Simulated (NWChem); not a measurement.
# GeH$_{2}$ClF; SMILES [F][GeH2][Cl]

Results from NWChem. All runs use the structure optimised with B3LYP/6-31G* (spherical d). Level: PBE0/def2-SVPD; rows give the wavelength of the field.

```
field    isotropic polarisability (bohr³)  anisotropy (bohr³)
-------  --------------------------------  ------------------
static                               44.4                12.2
1065 nm                              44.8                12.4
589 nm                               45.7                12.9
400 nm                               47.3                13.8
```
